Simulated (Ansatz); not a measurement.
`O[SiH2]N[Si](O)(O)O` + `BN` → `BN[SiH2]O` + `N[Si](O)(O)O`  (ligand exchange at the Si–N bond)

Computed with Ansatz on PBE0-D4/def2-TZVP structures; ΔE is electronic, products minus reactants. CBS: MP2 limit from def2 TZ/QZ plus the TZ coupled-cluster correction, frozen cores. This one scheme is used for every species. DFT in def2-TZVPP. Each species was taken in one conformer, which may not be the lowest.

| level | ΔE (eV) |
| --- | --- |
| r2SCAN-D4 | 0.27 |
| B2PLYP | 0.22 |
| SCS-MP2/def2-QZVPP | 0.22 |
| MP2/CBS(def2) | 0.23 |

Problem. What does CCSD(T)/CBS give? (Best estimate.)

Solution. Computed: +0.24 eV. The listed levels differ from it by 0.03, -0.02, -0.02, -0.01 eV.

Largest T1 diagnostic among the species: 0.012.

In def2-TZVPP, CCSD(T) changes the Hartree–Fock value by +0.07 eV (the triples alone add +0.01 eV) and MP2 by +0.07 eV. The D4 term adds +0.07 eV with B3LYP and +0.04 eV with PBE0; it sums over pairs of atoms, weighted by their polarisabilities, and B3LYP, whose exchange is more repulsive, gets the larger term.

B3LYP here is the variant with VWN-RPA as its local correlation; programs differ in this.
